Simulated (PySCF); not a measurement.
C2H6F2OSi, SMILES C([Si@H](F)CF)O. The structure is a stationary point at PBE-D3(BJ)/def2-SVP. The structure was generated by enumeration; whether it is a known compound was not checked. One conformer was computed; it need not be the lowest.

Computed equilibrium geometry at PBE-D3(BJ)/def2-SVP (PySCF confirms it by a frequency run) as a Z-matrix (one conformer of several):
```
Si
F 1 1.6457
H 1 1.5039 2 107.68
C 1 1.8928 3 109.20 2 -121.09
H 4 1.1122 1 108.74 3 165.63
H 4 1.1204 5 105.44 1 -116.14
O 4 1.4257 5 106.94 6 -121.03
H 7 0.9750 4 107.26 5 179.53
C 1 1.9042 3 110.42 2 117.61
F 9 1.4032 1 106.14 3 63.55
H 9 1.1133 10 109.37 1 122.10
H 9 1.1141 11 107.21 10 -118.29
```
Charge 0, spin multiplicity 1.
